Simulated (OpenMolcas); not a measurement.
5d along the 69-electron sequence

```
Program             : OpenMolcas 26.06
Method              : XMS-CASPT2, IPEA 0.25 Eh, imaginary shift 0.1 Eh
Basis               : ANO-RCC-VTZP
Scalar Hamiltonian  : DKH2, point nucleus
Spin-orbit coupling : state interaction with AMFI integrals over the reference wave functions, term energies averaged over their components
```

Active space for each ion: 1 electron in 10 orbitals (5d 6d); closed shells correlated by CASPT2: 5s 5p.

Computed levels in cm-1 above ²D_3/2:

| Level | Ta4+ | W5+ | Re6+ | Os7+ |
| --- | --- | --- | --- | --- |
| ²D_5/2 | 6760 | 8930 | 11160 | 13950 |
| weight of ²D in the lowest level (%) | 100 | 100 | 100 | 100 |

Measured, with the error of the calculation in %. Measured levels: W5+ from the list in J. Phys. B 45, 035002 (2012).

| Level | W5+ |
| --- | --- |
| ²D_5/2 | 8709 (+2.5) |

The fine-structure level ²D_5/2 changes by a factor of 2.06 from Ta4+ to Os7+. Its fourth root runs 9.07, 9.72, 10.28, 10.87, with steps per unit of Z of 0.65, 0.56, 0.59; equal steps would mean a (Z - σ)^4 law with constant σ.

CASPT2 breaks the degeneracy within a term, and the mean is taken; among the terms shown or strongly mixed into the levels shown the widest spread is 43 cm-1 (5d ²D, Re6+). With one active electron outside closed inactive shells, the extra shells (6d) add no correlation to the reference. With one active electron, CASPT2 adds the correlation within the correlated inactive shells and between them and that electron, and leaves the splitting within a term as the reference gives it. Computed and measured levels are paired by configuration, term and J; levels that our copy of the source lacks, or whose pairing is in doubt (as where it misses far off the trend of its configuration), stay unpaired and out of the deviations. Levels of configurations outside the active space are missing.
